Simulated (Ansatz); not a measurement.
```xyz
4

C     0.0000    0.0000    0.0000
H     0.0000    2.7000    0.0000
H     2.3375   -1.3500    0.0000
H    -2.3375   -1.3500    0.0000
```

Basis set: pcseg-2 (spherical functions). Charge 0, multiplicity 2.

Computed with Ansatz (development build ahead of 0.2.0); each method stands on the lowest determinant of its kind that the runs found. Restricted functionals stand beside restricted open-shell atoms, which can lie above the unrestricted atoms usual in DFT and then raise those values.

The atomization energy at this shape (free ground-state atoms in the same class of orbitals less the molecule, no zero-point energy) of doublet CH3:

| method | atomization energy |
| --- | --- |
| PBE (restricted open-shell) | -91.6 kJ/mol |

(1) What does UHF give?

Results:

(1) 1.7 kJ/mol. Caution: the shape is not the minimum. Caution for PBE (restricted open-shell): charge can spread falsely over distant fragments; stretched shape with no unrestricted run beside it, a lower state can exist. Caution for UHF: the unrestricted determinant is a mixture of spin states.
